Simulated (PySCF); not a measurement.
A structure optimised at PBE-D3(BJ)/def2-SVP, used in a PySCF frequency run:

```
N
C 1 1.4242
H 2 1.1122 1 110.84
H 2 1.1122 3 107.44 1 121.24
H 2 1.1144 3 108.35 4 116.87
W 1 1.7575 2 155.66 3 -120.39
O 6 1.9096 1 108.39 2 118.19
H 7 0.9737 6 124.03 1 3.34
O 6 1.9096 1 108.39 2 -118.19
H 9 0.9737 6 124.03 1 -3.34
S 6 2.1689 1 106.04 2 0.00
```
Charge 0, spin multiplicity 1.

**Question.** Write its SMILES, formula and point group.

**Answer.** C[N]=[W]([OH])([OH])=[S], CH5NO2SW, Cs

**Question.** What are its rotational constants (standard atomic weights)?

**Answer.** 1.9513, 1.6644, 1.3453 GHz
